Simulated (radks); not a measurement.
Task: Pb, configuration [Hg] 6p2 (the NIST ground configuration). All-electron calculation, scalar-relativistic Kohn-Sham, r2SCAN, spin-unpolarised, spherical densities, finite nucleus; meta-GGA in the generalised Kohn-Sham scheme; Fermi nuclear charge, rms radius 5.5012 fm; hard spherical wall at 7 bohr. Program: a radial shooting solver on a logarithmic mesh with Libxc functionals. Some entries of the table are withheld. Estimate them.

orbital,occ.,eigenvalue (eV),r(max) (bohr),<1/r> (bohr^-1)
1s,2,(1),0.009845,101.3
2s,2,-15802.47,0.05714,23.81
2p,6,-13555.99,(2),20.91
3s,2,-3804.860,0.1610,8.834
3p,6,-3157.918,0.1612,7.988
3d,10,-2495.654,0.1315,7.487
4s,2,-867.9941,0.3623,(3)
4p,6,(4),0.3821,3.416
4d,10,-407.0460,0.3883,3.069
5s,2,-146.2396,0.7901,1.589
4f,14,-133.7343,0.3508,2.674
5p,6,-87.3787,0.8821,1.361
5d,10,-21.1458,1.070,1.009
6s,2,-11.8487,1.976,(5)
6p,2,-2.8540,2.631,0.4008
7s,0,4.4452,4.629,0.3119
6d,0,5.3848,4.117,0.2912
5f,0,10.2480,4.494,(6)

Result: 
(1) 1s eigenvalue (eV): -88181.68
(2) 2p r(max) (bohr): 0.04761
(3) 4s <1/r> (bohr^-1): 3.795
(4) 4p eigenvalue (eV): -655.0752
(5) 6s <1/r> (bohr^-1): 0.5497
(6) 5f <1/r> (bohr^-1): 0.2566
